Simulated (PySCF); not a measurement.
**Exercise with solution: oscillator strength and radiative lifetime**

H₉Si₄, SMILES [SiH2][SiH]([SiH3])[SiH3] (connectivity only; charge and spin as stated), charge +1, multiplicity 1.

The structure is a stationary point at B3LYP-D3(BJ)/def2-SVP. The spin state was assumed, not searched. The isomer is the one that the SMILES or the coordinates give; other isomers of the formula were not compared.

TDDFT-PBE0/def2-SVPD (PySCF) puts the first singlet state with f over 0.02 at 3.31 eV (vertical), with the transition dipole (0.426, -0.728, -0.088) in atomic units.

### Question
Find the oscillator strength, the wavelength and the radiative lifetime that this transition would have in vacuum if emission retraced absorption.

### Answer

|μ|² = 0.7192 au, so |μ| = 2.16 D. ΔE = 3.31/27.211 = 0.1216 hartree. f = (2/3) ΔE |μ|² = 0.058 (the program prints 0.058).
λ = 1239.84/3.31 = 375 nm; ν = 26697 cm⁻¹.
Einstein's coefficient A = 0.6670 ν² f s⁻¹ (ν in cm⁻¹) = 2.8e7 s⁻¹, so τ = 1/A = 36 ns. This state is S1. The figure is the radiative limit of this one transition; relaxation, internal conversion, crossing to triplets and a medium change what is measured.
